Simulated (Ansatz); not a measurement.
Molecular dynamics of N

input.yaml

```yaml
crystal:
  lattice:
    - [8.862095, 0.0, 0.0]
    - [0.0, 8.862095, 0.0]
    - [0.0, 0.0, 8.862095]
  atoms:
    - { symbol: "N", position: [0.48580892, 0.94703989, 0.63508052] }
    - { symbol: "N", position: [0.54202653, 0.96270226, 0.52461752] }
    - { symbol: "N", position: [0.68606434, 0.3940106, 0.67510253] }
    - { symbol: "N", position: [0.58556388, 0.44363015, 0.61961676] }
    - { symbol: "N", position: [0.2689487, 0.76025408, 1.032244] }
    - { symbol: "N", position: [0.27555462, 0.68665795, 0.92954811] }
    - { symbol: "N", position: [0.778491, 0.45463132, 0.08605569] }
    - { symbol: "N", position: [0.6714655, 0.45969134, 0.01691168] }
    - { symbol: "N", position: [0.76812893, 0.80692334, 0.29573544] }
    - { symbol: "N", position: [0.74111054, 0.70102419, 0.35707462] }
    - { symbol: "N", position: [0.17086869, 0.73969542, 0.51246518] }
    - { symbol: "N", position: [0.13924763, 0.85561332, 0.48228257] }
    - { symbol: "N", position: [0.87975894, 0.18004026, 0.37860905] }
    - { symbol: "N", position: [0.76759449, 0.19802997, 0.32884613] }
    - { symbol: "N", position: [-0.11186757, 0.15176686, -0.08586771] }
    - { symbol: "N", position: [-0.16247383, 0.10224273, -0.18802277] }
    - { symbol: "N", position: [0.75850894, 0.70498162, 0.78891211] }
    - { symbol: "N", position: [0.7932304, 0.72885201, 0.67524145] }
    - { symbol: "N", position: [0.18213492, 0.41422412, 0.26234109] }
    - { symbol: "N", position: [0.28875257, 0.48190128, 0.25770144] }
    - { symbol: "N", position: [0.01207447, 0.38580897, 0.66365349] }
    - { symbol: "N", position: [0.12851591, 0.36515438, 0.70704452] }
    - { symbol: "N", position: [0.35177193, 0.13755715, 0.95924801] }
    - { symbol: "N", position: [0.28550016, 0.15049307, 1.06155096] }
basis:
  ecutwfc: 420.0
kpoints:
  mp_grid: { grid: [1, 1, 1] }
hamiltonian:
  xc: pbe
  dispersion: d3bj
scf:
  occupations: { method: fermi_dirac, width: 0.02 }
  lower_state_search: "off"
md:
  timestep: 1
  n_steps: 400
  ensemble: nvt_langevin
  temperature: 400.0
  initial_velocities: maxwell_boltzmann
  seed: 180288
  friction: 0.02
```

Launched with:

```bash
$ ansatz run input.yaml --threads 1 --pin off --max-ram 3072MiB --backend cpu --events-out ev --progress --plain --runs-dir out
```

It goes on from the last frame of an earlier run, with new velocities.

Output, in part (step lines):

```
md step     0: t =     0.00 fs  T =   383.3 K  F+E_penalty+E_count = -9216.89958611 eV  E_kin = 1.189192 eV  (9 SCF iters)
md step     1: t =     1.00 fs  T =   375.6 K  F+E_penalty+E_count = -9216.84459094 eV  E_kin = 1.165190 eV  (9 SCF iters)
md step     2: t =     2.00 fs  T =   395.8 K  F+E_penalty+E_count = -9216.84554501 eV  E_kin = 1.227856 eV  (9 SCF iters)
md step     3: t =     3.00 fs  T =   432.1 K  F+E_penalty+E_count = -9216.90809789 eV  E_kin = 1.340349 eV  (9 SCF iters)
md step     4: t =     4.00 fs  T =   446.4 K  F+E_penalty+E_count = -9216.95897282 eV  E_kin = 1.384879 eV  (9 SCF iters)
md step     5: t =     5.00 fs  T =   440.3 K  F+E_penalty+E_count = -9216.93685424 eV  E_kin = 1.366025 eV  (7 SCF iters)
md step     6: t =     6.00 fs  T =   411.7 K  F+E_penalty+E_count = -9216.86578125 eV  E_kin = 1.277346 eV  (7 SCF iters)
md step     7: t =     7.00 fs  T =   376.1 K  F+E_penalty+E_count = -9216.79248782 eV  E_kin = 1.166605 eV  (7 SCF iters)
[... lines left out ...]
md step   400: t =   400.00 fs  T =   463.6 K  F+E_penalty+E_count = -9216.67878881 eV  E_kin = 1.438147 eV  (9 SCF iters)
```

The steps, from the saved trajectory:

```tsv
time (fs)	T (K)	potential energy less start (eV)
0.0	383	0.000
13.0	409	0.066
26.0	438	-0.047
39.0	417	0.050
52.0	437	0.084
65.0	314	0.219
78.0	329	0.121
91.0	334	0.047
104.0	407	0.006
117.0	399	-0.052
130.0	356	0.064
143.0	335	0.004
156.0	436	0.104
169.0	401	0.158
182.0	477	-0.053
195.0	455	-0.001
208.0	468	0.235
221.0	378	0.206
234.0	355	0.150
247.0	351	0.059
260.0	489	0.083
273.0	436	0.055
286.0	349	0.143
299.0	321	0.196
312.0	330	0.321
325.0	383	0.239
338.0	425	0.264
351.0	466	0.167
364.0	458	0.107
377.0	532	0.030
390.0	520	0.066
```

All steps were run. A run of 0.4 ps of so small a system gives no equilibrium averages. Limits of this set-up: coarse k mesh.

Mean squared displacements from the first frame to the last, about the centre of mass: N 0.96 Å².

Last frame:

```xyz
24
Lattice="8.8621 0.0000 0.0000 0.0000 8.8621 0.0000 0.0000 0.0000 8.8621" Properties=species:S:1:pos:R:3
N 5.443 8.612 5.421
N 4.948 8.530 4.432
N 5.277 3.747 4.946
N 4.336 3.200 5.218
N 2.678 7.092 8.773
N 1.681 7.093 8.288
N 6.749 4.235 -0.442
N 5.792 4.021 -0.930
N 6.406 6.580 1.648
N 6.279 7.089 2.638
N 2.617 6.884 4.453
N 1.793 7.373 3.896
N 7.134 1.602 3.187
N 6.597 1.670 2.244
N -0.328 0.944 -0.545
N -1.133 1.617 -0.989
N 7.914 6.336 6.239
N 7.373 7.007 6.939
N 1.910 4.368 2.390
N 2.294 3.387 2.678
N 1.202 4.298 5.733
N 1.026 3.226 5.760
N 2.494 1.332 8.916
N 3.394 2.002 8.772
```

The run took 26 min on 1 thread of Arm Neoverse V1, on a shared host, peak memory 0.53 GiB.
